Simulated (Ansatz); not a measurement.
Total energies of Cu(NH3)(SiH3) (CuSiNH6) from Ansatz at PBE-D4/def2-TZVP, gas phase (1 Eh = 27.2114 eV = 2625.5 kJ/mol). The reference geometry is relaxed at PBE0-D4/def2-TZVP.

```tsv
state	geometry	energy (Eh)
charge 0 singlet	reference	-1987.98009
charge 1 doublet	reference	-1987.68521
free Cu atom (doublet)	–	-1640.24447
free N atom (quartet)	–	-54.53214
free H atom (doublet)	–	-0.49962
free Si atom (triplet)	–	-289.22285
```

(1) Work out the vertical ionisation energy to the doublet.

(2) What is the binding energy per atom against free atoms?

(1) E(charge 1 doublet) − E(charge 0 singlet) = -1987.68521 − (-1987.98009) = 0.29488 Eh = 8.02 eV. For comparison, −ε of the highest occupied level is 4.98 eV at this level, 3.04 eV less.

(2) Atoms: 1 × (-1640.24447) + 1 × (-54.53214) + 6 × (-0.49962) + 1 × (-289.22285) = -1986.99718 Eh. Binding: -1986.99718 − (-1987.98009) = 0.98291 Eh = 26.75 eV, or 2.97 eV for each of 9 atoms (no zero-point energy, no counterpoise term).
